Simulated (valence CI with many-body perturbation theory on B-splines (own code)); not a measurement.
# Eu L: key properties

Calculated by valence CI with perturbative core correlation (CI+MBPT): four valence electrons over a frozen Dirac-Fock core [Ne], a basis of 11 s, 11 p, 10 d, 8 f, 5 g, 2 h functions for each j, with the one-electron correlation potential Σ1, the two-electron term Σ2, the three-electron term Σ3, Breit, model QED; selected CI, second order for the rest, scaled by the run's own slope (own B-spline code, finite nucleus).

No measured spectrum was set against this ion. As an estimate, large intervals hold to a few tenths of a per cent, small ones and those within an open d or f shell to about a per cent. Among the levels kept, up to 590 cm⁻¹ of a level comes from second order outside the variational space, and about a tenth of that is noise between levels of different J, which matters for small intervals.

Levels are named by their leading jj configuration (3d3/2^4 stands for four electrons in 3d with j = 3/2), which in mixed levels can hold well under half, so a name can repeat and another be missing.

Rates and lifetimes use the calculated energies. Strong lines usually hold to 10 to 20 %, long lifetimes can be off by a factor of two.

Question: What is the ground level?

Answer: (3s^2 3p1/2^2) J=0, composition 70 % 3s²3p² ³P + 29 % 3s²3p² ¹S.

Question: Name the longest-lived excited levels whose lifetime is computed, and their main decay.

Answer: (3s^2 3p1/2 3p3/2) J=2 at 12.206 Ry lives 4.62 μs, mostly by E2 to (3s^2 3p1/2^2) J=0; (3s^2 3p3/2 3d5/2) J=4 at 40.041 Ry lives 43.7 ns, mostly by M1 to (3s^2 3p1/2 3d5/2) J=3; (3s^2 3p1/2 3p3/2) J=1 at 11.635 Ry lives 38.4 ns, mostly by M1 to (3s^2 3p1/2^2) J=0.

Question: What is the ionisation energy?

Answer: 4402.1 eV; NIST lists 4400 ± 4 eV (theoretical).

Question: How well does LS coupling describe the low levels?

Answer: Among the lowest 20 levels the leading LS term, summed over configurations, holds 58 % on average. For single configurations the figures are 56 % in LS and 92 % in jj coupling. Terms mix most in the J = 2 level at 35.027 Ry, where the leading one holds 28 %.

Question: Where does the other parity begin?

Answer: At (3s 3p1/2^2 3p3/2) J=2, 21.203 Ry.
